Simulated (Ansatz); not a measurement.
A CCSD(T) single point on `[NH2][Cu]`.

```yaml
crystal:
  periodic: [false, false, false]
  atoms:
    - {symbol: N, position_ang: [-0.277274, 0.250886, 0.117513]}
    - {symbol: Cu, position_ang: [1.383590, -0.301574, 0.652607]}
    - {symbol: H, position_ang: [-0.862446, -0.581510, 0.055500]}
    - {symbol: H, position_ang: [-0.188369, 0.571898, -0.845920]}
basis:
  gaussian: {orbitals: def2-TZVPP}
correlation: {method: ccsd_t, frozen_orbitals: {Cu: 9, H: 0, "N": 1}}
output: {orbitals: {seedname: orbitals}}
```

```sh
$ ansatz run in.yaml --threads 2 --pin off --events-out ev --progress --plain --max-ram 32768MiB --backend cpu
```

Output of Ansatz, abridged:

```
Functional definition: HF
803 factors; integrals over basis functions are off by at most 1.0e-3 eV
mean field evaluation 1: about -46105.4272 eV, gradient 7.0e1 eV
mean field evaluation 2: about -46105.4938 eV, gradient 7.0e1 eV
mean field evaluation 4: about -46110.4823 eV, gradient 7.4e0 eV
mean field evaluation 8: about -46110.6456 eV, gradient 7.6e-1 eV
mean field evaluation 16: about -46110.6524 eV, gradient 1.8e-6 eV
mean field -46110.65241216 eV, -1694.5352212240 hartree, gradient 1.8e-6 eV, S^2 0.000000; 0 other end points of the search recorded, 0 dependent functions left out
10 core orbitals not correlated: weight in the atoms' cores, before any rotation towards them, 1.000 or more for the frozen orbitals, at most 0.000 for the correlated occupied ones
reference -46110.65241216 eV, -1694.5352212240 hartree; 9, 9 occupied and 104, 104 virtual orbitals, 803 factors
second order -20.29226118 eV of doubles, -0.00000000 eV of singles
cycle   1  -17.40010873 eV  change     2.9e0 eV  update   1.9e-1
cycle   2  -18.33931072 eV  change   -9.4e-1 eV  update   1.2e-1
cycle   3  -18.53687139 eV  change   -2.0e-1 eV  update   3.9e-2
cycle   4  -18.55052142 eV  change   -1.4e-2 eV  update   2.5e-2
cycle   5  -18.50807174 eV  change    4.2e-2 eV  update   1.4e-2
cycle   6  -18.51438822 eV  change   -6.3e-3 eV  update   8.4e-3
cycle   7  -18.52120508 eV  change   -6.8e-3 eV  update   5.3e-3
cycle   8  -18.51831911 eV  change    2.9e-3 eV  update   2.3e-3
cycle   9  -18.52015061 eV  change   -1.8e-3 eV  update   1.1e-3
cycle  10  -18.52194486 eV  change   -1.8e-3 eV  update   4.9e-4
cycle  11  -18.52119855 eV  change    7.5e-4 eV  update   2.7e-4
cycle  12  -18.52061624 eV  change    5.8e-4 eV  update   1.6e-4
cycle  13  -18.52105713 eV  change   -4.4e-4 eV  update   7.0e-5
cycle  14  -18.52091321 eV  change    1.4e-4 eV  update   4.7e-5
cycle  15  -18.52093403 eV  change   -2.1e-5 eV  update   3.0e-5
cycle  16  -18.52100837 eV  change   -7.4e-5 eV  update   2.1e-5
cycle  17  -18.52099107 eV  change    1.7e-5 eV  update   1.4e-5
cycle  18  -18.52096495 eV  change    2.6e-5 eV  update   9.8e-6
cycle  19  -18.52097405 eV  change   -9.1e-6 eV  update   3.8e-6
perturbative correction -0.81735849 eV, -0.0300373705 hartree
Total energy: -46129.99074470 eV, -1695.2458918370 hartree
```

Run time 8.6 s (2 threads of a server CPU on a shared host); peak host memory 0.47 GiB.

The correlation energy is -19.338 eV, 4.2 % of it from (T); the T1 diagnostic reads 0.0375.
